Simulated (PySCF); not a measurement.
Compound: C4H9NSSi (charge -1 and doublet state).
Z-matrix (Å and degrees, GFN2-xTB geometry), rows numbered from 1:
```
C 
S   1  1.8109
Si  2  2.2096  1   96.57
N   3  1.7631  2  105.28  1   -46.48
C   3  1.8507  2  111.48  1  -175.19
C   5  1.5243  3  119.39  2   134.31
C   6  1.3833  5   63.06  3    99.83
H   1  1.0875  2  109.43  3   -56.16
H   1  1.0863  2  109.48  3    63.96
H   1  1.0869  2  107.87  3  -176.01
H   3  1.4886  2   98.38  1    54.16
H   4  1.0121  3  113.48  2   -53.75
H   4  1.0105  3  111.64  2  -174.62
H   5  1.0928  3  118.32  2   -21.30
H   6  1.0949  5  126.98  7  -122.85
H   7  1.0948  5  125.79  6   123.04
```

The hyperfine couplings belong to this conformer and change with its torsions.

As a line formula: `N[Si@H](C1[CH][CH-]1)SC` [radical] (charge -1).

Level of theory: UKS B3LYP, pcH-1 on C H N S Si, non-relativistic, mean-field spin-orbit, GIAO (PySCF). Whether the extra electron is bound in the gas phase wasn't checked; a finite basis holds it in any case. A GFN2-xTB geometry isn't a minimum of the functional, and hyperfine couplings can be far from their values at a DFT geometry, by a factor of two or more for some ions and for spin on atoms past the first row. Stability of the SCF solution: not tested.

Task: The isotropic 13C couplings, averaged over equivalent nuclei, are +307.8, -8.0, +3.1 MHz. Assign them to C1; C5; C6/C7.

Result: 
| site | a_iso (MHz) | ρ(0) (bohr⁻³) | position | distance from C7 (Å) | spin population | largest \|T\| (MHz) |
| --- | --- | --- | --- | --- | --- | --- |
| C1 | +3.1 | +0.0027 | 4 bonds from C6 | 5.85 | 0.00 | 0.2 |
| C5 | -8.0 | -0.0071 | 1 bond from C6 | 1.53 | -0.01 | 4.7 |
| C6/C7 | +307.8 | +0.2738 | a main spin site | 0.69 | +0.43 | 58.9 |

ρ(0) is the spin density at the nucleus and T the dipolar tensor; a_iso includes a spin–orbit part; entries for several nuclei are means. Largest spin populations (Mulliken): C7 (+0.43), C6 (+0.43) and Si3 (+0.07). Main spin sites, with 60 % or more of the largest population: C6, C7; positions count bonds from the nearest.

The spin density at the nucleus, in bohr⁻³, is negative for Si3 (-0.0236), C5 (-0.0071) and H14 (-0.0028), for instance. A restricted open-shell determinant has no negative spin density anywhere; here it arises because α and β orbitals differ (spin polarisation).

Nuclei that the bonding pattern makes equivalent are averaged, as if the motion that swaps them (rotation, inversion, ring flip) were fast.

C6, the radical centre as drawn in `CS[Si@H](N)C1[CH][CH-]1`, holds a spin population of +0.43 out of 1.
